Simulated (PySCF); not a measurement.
**Excitation energies in several basis sets**

Aluminum trichloride, AlCl₃.
Structure used (PBE0-D3(BJ)/def2-SVP), in Å, numbered top down from 1:
```xyz
4
AlCl3 angstrom
Cl     2.065   -0.291    0.015
Al     0.007   -0.002   -0.014
Cl    -0.760    1.928   -0.004
Cl    -1.291   -1.625   -0.043
```

TDDFT with PBE0 (PySCF), vertical singlets, core orbitals frozen in the response, spherical d and f functions. Geometry: PBE0-D3(BJ)/def2-SVP; no solvent, vibrations or thermal averaging.

Q: How do the low singlets change with the basis? Take 6-31G*, def2-SVP, def2-SVPD and def2-TZVP.

A: 

| basis | functions | diffuse | S1 (eV) | S2 (eV) | S3 (eV) | S4 (eV) | S5 (eV) | LUMO (eV) | α (au) |
| --- | --- | --- | --- | --- | --- | --- | --- | --- | --- |
| 6-31G* | 72 | no | 6.50 | 6.69 | 6.92 | 6.93 | 7.16 | -1.50 | 46.4 |
| def2-SVP | 72 | no | 6.66 | 6.80 | 7.07 | 7.07 | 7.30 | -1.15 | 43.3 |
| def2-SVPD | 105 | yes | 6.54 | 6.77 | 6.95 | 6.96 | 7.19 | -1.61 | 62.6 |
| def2-TZVP | 148 | no | 6.63 | 6.78 | 7.02 | 7.03 | 7.25 | -1.33 | 56.0 |

States are compared by their number. Against the only diffuse basis here (def2-SVPD, itself not a converged limit), sets without diffuse functions differ by up to 0.12 eV in S1 and 0.11 eV in S5. State by state, the largest deviation of a set without diffuse functions is S1 0.12, S2 0.07, S3 0.11, S4 0.11, S5 0.11 eV. The same number needn't mean the same state in each row. Against def2-SVPD the polarisability deviates by -26% in 6-31G*, -31% in def2-SVP, -10% in def2-TZVP.
